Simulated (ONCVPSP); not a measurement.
Logarithmic derivatives: silver, ONCV

```
Element                 : Ag (Z = 47)
Generator               : ONCVPSP 4.0.1
Type                    : optimised norm-conserving Vanderbilt (ONCV)
Functional              : PBE
Relativity              : scalar-relativistic
Frozen core             : [Ar] 3d10 4s2
Valence charge          : 17
Reference configuration : 4p6 4d10 (charge +1)
Partial waves           : s scattering state at 0.12 Ha: rc 2.00 bohr, ncon 4, nbas 8, qcut 3 1/bohr, 1 projector; 4p: rc 1.55 bohr, ncon 4, nbas 8, qcut 9.3 1/bohr, 2 projectors, debl 2.8 Ha; 4d: rc 1.95 bohr, ncon 4, nbas 9, qcut 7.7 1/bohr, 1 projector
Local potential         : polynomial inside 1.10 bohr (lpopt 5, dvloc0 0 Ha)
Core correction         : Teter function, fcfact 2.75, rcfact 1.05
```

In the s channel the program set the typed energies aside and used 0.050 Ha.

The phase is arctan(r·R′/R) of the radial function R(r), unwrapped; energies in Ha, scanned from -4 to 5 Ha. A pole is an energy at which the radial function vanishes at the test radius. The pseudo phase is shifted by a multiple of π to meet the all-electron one at the reference energy, and phase errors are pseudo minus all-electron; the curves can meet again beyond the range given. Levels narrower than the energy grid can be missing from the lists of poles.

Task: For each channel, where are the poles, and over which energies does the pseudopotential scatter like the atom?

Result:

```json
{"channel": "s", "radius (bohr)": "2.04", "reference energy (Ha)": "0.05", "poles, all-electron": "-3.75, 2.34", "poles, pseudo": "1.35, 3.67", "unbroken range about the reference energy with phases within 0.05 rad": "-0.6 to 1.0", "phase error 1 Ha above the reference energy (rad)": "-0.050"}
{"channel": "p", "radius (bohr)": "1.57", "reference energy (Ha)": "-2.46", "poles, all-electron": "-1.87", "poles, pseudo": "-1.87", "unbroken range about the reference energy with phases within 0.05 rad": "the whole range", "phase error 1 Ha above the reference energy (rad)": "-0.000"}
{"channel": "d", "radius (bohr)": "1.98", "reference energy (Ha)": "-0.57", "poles, all-electron": "-0.16", "poles, pseudo": "-0.15", "unbroken range about the reference energy with phases within 0.05 rad": "below 1.1", "phase error 1 Ha above the reference energy (rad)": "+0.010"}
```

Note: ghosts flagged at negative energy: s at -244.4 eV; no localised positive-energy state flagged. A true bound ghost makes a file unfit for plane-wave use.

Phases in the s channel:

| E (Ha) | all-electron | pseudo |
| --- | --- | --- |
| -3.98 | 1.128 | -1.820 |
| -3.74 | -1.597 | -1.832 |
| -3.50 | -1.760 | -1.847 |
| -3.26 | -1.805 | -1.863 |
| -3.02 | -1.835 | -1.883 |
| -2.78 | -1.864 | -1.906 |
| -2.54 | -1.894 | -1.935 |
| -2.30 | -1.930 | -1.969 |
| -2.06 | -1.973 | -2.014 |
| -1.82 | -2.029 | -2.072 |
| -1.58 | -2.104 | -2.152 |
| -1.34 | -2.212 | -2.266 |
| -1.10 | -2.376 | -2.437 |
| -0.86 | -2.637 | -2.703 |
| -0.62 | -3.038 | -3.093 |
| -0.38 | -3.518 | -3.543 |
| -0.14 | -3.906 | -3.910 |
| 0.10 | -4.156 | -4.156 |
| 0.34 | -4.314 | -4.319 |
| 0.58 | -4.418 | -4.432 |
| 0.82 | -4.492 | -4.520 |
| 1.06 | -4.547 | -4.598 |
| 1.30 | -4.590 | -4.686 |
| 1.54 | -4.625 | -4.855 |
| 1.78 | -4.655 | -6.241 |
| 2.02 | -4.682 | -7.513 |
| 2.26 | -4.705 | -7.662 |
| 2.50 | -4.727 | -7.725 |
| 2.74 | -4.749 | -7.764 |
| 2.98 | -4.770 | -7.793 |
| 3.22 | -4.792 | -7.817 |
| 3.46 | -4.816 | -7.838 |
| 3.70 | -4.842 | -7.856 |
| 3.94 | -4.873 | -7.874 |
| 4.18 | -4.910 | -7.892 |
| 4.42 | -4.957 | -7.909 |
| 4.66 | -5.022 | -7.928 |
| 4.90 | -5.118 | -7.948 |
